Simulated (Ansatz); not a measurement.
`F[BH][GeH2][F]` + `[NH2][GeH3]` → `[F][GeH2][NH][GeH3]` + `BF`  (cleavage of the Ge–B bond)

Calculated with Ansatz (gas phase, PBE0-D4/def2-TZVP geometries, no zero-point term in ΔE). CCSD(T)/CBS adds triple-zeta CCSD(T) − MP2 to the extrapolated MP2 energy (def2 sets, frozen cores). This one scheme is used for every species. DFT in def2-TZVPP. For Ge outer-core shells are correlated without core-valence functions, which leaves a few kJ/mol of doubt a bond. Scalar relativity is left out up to krypton. One conformer a species, not always the lowest.

```json
{"level": "LDA (SPW92)", "ΔE (kJ/mol)": "-38.1"}
{"level": "r2SCAN0", "ΔE (kJ/mol)": "-49.6"}
{"level": "LC-ωPBE", "ΔE (kJ/mol)": "-47.5"}
{"level": "SCS-MP2/def2-TZVPP", "ΔE (kJ/mol)": "-67.0"}
```

(1) What does CCSD(T)/CBS give? (Best estimate.)

Largest T1 diagnostic among the species: 0.013.

Results:

(1) Ansatz gave: -57.2 kJ/mol. The listed levels differ from it by 19.1, 7.6, 9.7, -9.8 kJ/mol.

The D4 term adds −5.8 kJ/mol with B3LYP and −3.2 kJ/mol with PBE0; it sums over pairs of atoms, weighted by their polarisabilities, and B3LYP, whose exchange is more repulsive, gets the larger term. From r2SCAN to r2SCAN0 (25 % exact exchange), in def2-TZVPP and without D4, ΔE moves by −3.8 kJ/mol.

B3LYP here is the variant with VWN-RPA as its local correlation; programs differ in this.
